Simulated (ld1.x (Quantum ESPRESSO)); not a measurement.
An all-electron radial function and its pseudo partner (vanadium (V))

Columns: radius, all-electron u(r) and pseudo u(r) of the 3d shell (level -3.61 eV) of vanadium in the configuration [Ar] 3d3.5 4s1.5 4p0; PBE, scalar-relativistic, ultrasoft scheme, ld1.x (Quantum ESPRESSO) 7.5.

```json
{"r (bohr)": "0.158", "all-electron": "0.1041", "pseudo": "0.0181"}
{"r (bohr)": "0.315", "all-electron": "0.3521", "pseudo": "0.1241"}
{"r (bohr)": "0.473", "all-electron": "0.5714", "pseudo": "0.3309"}
{"r (bohr)": "0.630", "all-electron": "0.7095", "pseudo": "0.5621"}
{"r (bohr)": "0.788", "all-electron": "0.7739", "pseudo": "0.7255"}
{"r (bohr)": "0.945", "all-electron": "0.7845", "pseudo": "0.7809"}
{"r (bohr)": "1.102", "all-electron": "0.7630", "pseudo": "0.7637"}
{"r (bohr)": "1.260", "all-electron": "0.7242", "pseudo": "0.7242"}
{"r (bohr)": "1.418", "all-electron": "0.6775", "pseudo": "0.6775"}
{"r (bohr)": "1.575", "all-electron": "0.6288", "pseudo": "0.6288"}
{"r (bohr)": "1.732", "all-electron": "0.5808", "pseudo": "0.5808"}
{"r (bohr)": "1.890", "all-electron": "0.5349", "pseudo": "0.5349"}
{"r (bohr)": "2.047", "all-electron": "0.4922", "pseudo": "0.4922"}
{"r (bohr)": "2.205", "all-electron": "0.4526", "pseudo": "0.4526"}
{"r (bohr)": "2.362", "all-electron": "0.4165", "pseudo": "0.4165"}
{"r (bohr)": "2.520", "all-electron": "0.3832", "pseudo": "0.3832"}
{"r (bohr)": "2.678", "all-electron": "0.3528", "pseudo": "0.3528"}
{"r (bohr)": "2.835", "all-electron": "0.3250", "pseudo": "0.3250"}
{"r (bohr)": "2.992", "all-electron": "0.2995", "pseudo": "0.2995"}
{"r (bohr)": "3.150", "all-electron": "0.2759", "pseudo": "0.2759"}
{"r (bohr)": "3.308", "all-electron": "0.2541", "pseudo": "0.2541"}
{"r (bohr)": "3.465", "all-electron": "0.2341", "pseudo": "0.2341"}
{"r (bohr)": "3.622", "all-electron": "0.2157", "pseudo": "0.2157"}
{"r (bohr)": "3.780", "all-electron": "0.1986", "pseudo": "0.1986"}
{"r (bohr)": "3.938", "all-electron": "0.1828", "pseudo": "0.1828"}
{"r (bohr)": "4.095", "all-electron": "0.1683", "pseudo": "0.1683"}
```

(1) How many radial nodes do the two functions have?

(2) At about which radius was the pseudo-wave matched?

(3) Is the pseudo-wave norm-conserving?

Answers

(1) The all-electron 3d function has n − l − 1 = 0; the pseudo-wave has 0.

(2) 1.20 bohr, where the columns begin to agree (steps of 0.16 bohr).

(3) No, it belongs to an ultrasoft set: the norm inside the radius is not constrained, and the difference is carried by the augmentation charge.
